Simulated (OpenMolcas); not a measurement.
## Dy3+: effect of the metal basis and ligand basis

Dy3+ with 6 ligands (chloride) in octahedral coordination (Oh) at 2.67 Å. A charge of +0.5 e stands 2.4 Å behind each ligand.

| Item | Value |
| --- | --- |
| Program | OpenMolcas 26.06 |
| Method | CASSCF |
| Spin-orbit coupling | state interaction with AMFI integrals over the reference wave functions |

Fixed: active space 9 electrons in 7 orbitals (4f), DKH2 Hamiltonian.

States (labels of O, the rotations of Oh). Energies in cm-1 above the lowest state or level, χT in cm3 K/mol; under a threefold ground state the first gap can be a small split of the lowest multiplet, not the spin-orbit step.

```json
{"Run": "A", "Metal basis": "ANO-RCC-VDZP", "Ligand basis": "ANO-RCC-VDZP", "Ground state": "6T1", "First state of that spin": "6T2 157.7", "First gap with spin-orbit (degeneracies)": "17.4 (2, 4)", "Width of lowest J": "195", "χT at 300 K": "13.980", "Cost": "roughly 2.6 core-minutes"}
{"Run": "B", "Metal basis": "ANO-RCC-VTZP", "Ligand basis": "ANO-RCC-VTZP", "Ground state": "6T1", "First state of that spin": "6T2 161.7", "First gap with spin-orbit (degeneracies)": "18.5 (2, 4)", "Width of lowest J": "212", "χT at 300 K": "13.977", "Cost": "roughly 5 core-minutes"}
```

Against A, the width of the lowest J multiplet changes by +8.7 % in B.

Costs are those of the RASSCF and RASSI steps.

High states are left out of the spin-orbit mixing, which shifts the levels that they would mix with. Without dynamic correlation the ligand-field splitting of an f shell can come out too small, at times by half. No measured value stands beside these numbers; the geometry was imposed, not optimised, and the real ion may take another.
